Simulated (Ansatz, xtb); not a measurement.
Relative energy of two isomers of C4H6BNO

Structure X is `Bc1[nH]ccc1O`, a singlet and structure Y is `Bc1cc(O)c[nH]1`, a singlet. Both are isolated molecules in the gas phase, relaxed with PBE0-D3(BJ)/def2-SVP; the shapes shown needn't be the lowest conformers.

X (Å):

```xyz
13

C    -0.1976    0.7143    0.7421
C    -0.1275    1.2186   -1.4541
C     0.1729    2.4004   -0.7834
C     0.1290    2.0853    0.5854
B    -0.3543   -0.0592    2.0060
N    -0.3424    0.2398   -0.5616
O     0.3603    2.9494    1.5723
H    -0.6375   -1.2359    2.0142
H    -0.1920    0.5106    3.0686
H    -0.5781   -0.7168   -0.7841
H    -0.1964    1.0371   -2.5259
H     0.3953    3.3668   -1.2277
H     0.2649    2.4723    2.4087
```

Y (Å):

```xyz
13

C    -0.7460    0.8145    0.7926
C     0.0213    0.5449   -0.3588
C     0.9952    1.5449   -0.4817
C     0.8227    2.4234    0.5929
B    -1.9124    0.0793    1.4008
N    -0.2113    1.9690    1.3291
O     1.9520    1.7084   -1.4188
H    -2.3355   -0.9273    0.8834
H    -2.4288    0.5002    2.4148
H    -0.1380   -0.3042   -1.0226
H     1.8856    0.9917   -2.0570
H     1.3828    3.3211    0.8441
H    -0.5632    2.4062    2.1700
```

Estimate E(Y) − E(X) at the level CCSD(T)/def2-SVP + ΔMP2/def2-TZVPP.

Calculated at CCSD(T)/def2-SVP + ΔMP2/def2-TZVPP: E(Y) − E(X) = +4.8 kcal/mol, so structure X lies lower.

Level by level:

| level | geometry | E(Y) − E(X) (kcal/mol) | departure from the last row (kcal/mol) | job, with rough time for the two |
| --- | --- | --- | --- | --- |
| GFN2-xTB | GFN2-xTB | +3.8 | −1.1 | optimisation, 0.2 s |
| HF/STO-3G | GFN2-xTB | +5.6 | +0.8 | single point, 0.72 s |
| r2SCAN-D4/def2-SVP | GFN2-xTB | +6.2 | +1.4 | single point, 5 s |
| PBE0-D3(BJ)/def2-SVP | PBE0-D3(BJ)/def2-SVP | +6.3 | +1.4 | optimisation, 55 s |
| HF/def2-SVP | PBE0-D3(BJ)/def2-SVP | +6.3 | +1.5 | part of the CCSD(T) run |
| MP2/def2-SVP | PBE0-D3(BJ)/def2-SVP | +4.7 | −0.2 | part of the CCSD(T) run |
| CCSD(T)/def2-SVP | PBE0-D3(BJ)/def2-SVP | +5.6 | +0.8 | single point |
| CCSD(T)/def2-SVP + ΔMP2/def2-TZVPP | PBE0-D3(BJ)/def2-SVP | +4.8 |  | single point, 77 s |

As drawn, both hold the same kinds of bond in the same numbers.

None of the levels shown reverses the order. The largest departure from CCSD(T)/def2-SVP + ΔMP2/def2-TZVPP is that of HF/def2-SVP, 1.5 kcal/mol. The last row adds to CCSD(T) the change of the MP2 difference between the two basis sets, here −0.8 kcal/mol.

With thermal terms from frequencies at re-optimised GFN2-xTB minima (ideal gas, soft modes damped towards free rotors, one conformer each, 298.15 K, 1 atm): on the last row, ΔE + ΔZPE = +4.5, ΔH = +4.7, ΔG = +4.4 kcal/mol.

The correlated steps freeze 7 core orbitals. Programs: Ansatz 0.2.0, xtb 6.7.1; the last row on 2 threads of Intel(R) Xeon(R) Platinum 8259CL CPU @ 2.50GHz (Skylake/Cascade Lake) on a shared host.
